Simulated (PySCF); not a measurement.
Si(OSiH3)(Me)(Cl)2 (CH₆Cl₂OSi₂), SMILES C[Si](Cl)(Cl)O[SiH3]. Atoms are numbered in the order given.

```xyz
12

C      1.9949    -1.3490    -0.3865
Si     0.5750    -0.2465     0.0493
Cl     1.0355     1.7361    -0.3531
Cl     0.1362    -0.3876     2.0696
O     -0.7629    -0.6509    -0.8084
Si    -2.3140    -0.1108    -1.1383
H      1.7368    -2.3969    -0.1688
H      2.8878    -1.0764     0.1954
H      2.2280    -1.2561    -1.4585
H     -2.8311     0.6815     0.0113
H     -2.2924     0.7319    -2.3642
H     -3.1690    -1.3055    -1.3619
```

Coordinates come from a B3LYP-D3(BJ)/def2-SVP optimisation. Other conformers were not sampled.

These are PBE0/pcSseg-1 in PySCF values and carry that method's errors.

GIAO shieldings, no solvent; atoms listed in one row are averaged. δ = σ(ref) − σ: ¹³C against TMS (σ = 186.3 ppm); ²⁹Si against TMS (σ = 352.7 ppm); ³⁵Cl against HCl (σ = 945.9 ppm); ¹⁷O against H2O (σ = 334.2 ppm); ¹H against TMS (σ = 31.56 ppm), references at their B3LYP-D3(BJ)/def2-TZVP geometries, non-relativistic (without spin–orbit terms, shifts of atoms bonded to Cl or Br come out too high).

Computed chemical shifts:
```tsv
nucleus	atoms	count	δ (ppm)
¹³C	C1	1	9.1
²⁹Si	Si2	1	9.9
²⁹Si	Si6	1	-34.0
³⁵Cl	Cl3	1	117.7
³⁵Cl	Cl4	1	114.6
¹⁷O	O5	1	77.1
¹H	H10, H11, H12	3	5.28
¹H	H7, H8, H9	3	0.98
```
